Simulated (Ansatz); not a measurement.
Input and output for C₃H₄AlN, SMILES `C=C=C=[N][AlH2]`.

```yaml
crystal:
  periodic: [false, false, false]
  atoms:
    - {symbol: C, position_ang: [1.024902, 2.088788, -1.440434]}
    - {symbol: C, position_ang: [0.527287, 1.112079, -0.762433]}
    - {symbol: C, position_ang: [0.060836, 0.110753, -0.079740]}
    - {symbol: N, position_ang: [-0.377027, -0.805522, 0.556294]}
    - {symbol: Al, position_ang: [-1.058840, -2.169678, 1.488348]}
    - {symbol: H, position_ang: [0.339041, 2.949084, -1.778231]}
    - {symbol: H, position_ang: [2.105982, 2.196831, -1.684040]}
    - {symbol: H, position_ang: [-1.477037, -3.450251, 0.598898]}
    - {symbol: H, position_ang: [-1.047428, -1.986704, 3.052393]}
basis:
  gaussian: {orbitals: 6-31G, final_grid: {core_spheres: 20, valence_spheres: 16, degree: 47}}
total_charge: 1
magnetization: {spin_polarized: true, initial_magnetization: 1}
hamiltonian: {xc: {name: RPBE}}
output: {forces: true}
```

```sh
$ ansatz run in.yaml --threads 2 --pin off --events-out ev --progress --plain --max-ram 4352MiB
```

Shortened log:

```
Functional definition: RPBE
779 factors; integrals over basis functions are off by at most 2.4e-4 eV
mean field evaluation 1: about -11224.5754 eV, gradient 6.2e1 eV
mean field evaluation 2: about -10949.0915 eV, gradient 1.7e2 eV
mean field evaluation 4: about -11239.3394 eV, gradient 4.5e1 eV
mean field evaluation 8: about -11251.2319 eV, gradient 1.0e0 eV
mean field evaluation 16: about -11251.2260 eV, gradient 5.2e-4 eV
mean field -11251.22598470 eV, -413.4749285830 hartree, gradient 2.7e-5 eV, S^2 0.758929; 1 other end points of the search recorded, 0 dependent functions left out
reference -11251.22602970 eV, -413.4749302365 hartree; 21, 20 occupied and 36, 37 virtual orbitals, 779 factors
Total energy: -11251.22602970 eV, -413.4749302365 hartree
Atom 0 at     1.024902     2.088788    -1.440434 Å, force     0.147366     2.657236    -1.308676 eV/Å
Atom 1 at     0.527287     1.112079    -0.762433 Å, force     0.108176    -0.155039    -0.003110 eV/Å
Atom 2 at     0.060836     0.110753    -0.079740 Å, force    -0.341165    -0.697479     0.494304 eV/Å
Atom 3 at    -0.377027    -0.805522     0.556294 Å, force     0.535847     1.200354    -0.815364 eV/Å
Atom 4 at    -1.058840    -2.169678     1.488348 Å, force    -1.020778    -2.557685     1.139463 eV/Å
Atom 5 at     0.339041     2.949084    -1.778231 Å, force     0.916713    -0.919985     0.241910 eV/Å
Atom 6 at     2.105982     2.196831    -1.684040 Å, force    -0.412123    -0.049279     0.011062 eV/Å
Atom 7 at    -1.477037    -3.450251     0.598898 Å, force     0.048188     0.285241    -0.038936 eV/Å
Atom 8 at    -1.047428    -1.986704     3.052393 Å, force     0.017777     0.236634     0.279348 eV/Å
Dipole moment:     0.214311     0.539846    -0.341250 e Å
```

Run time 3.3 s (2 threads of an Arm Neoverse V1 on a shared host); peak host memory 0.16 GiB.
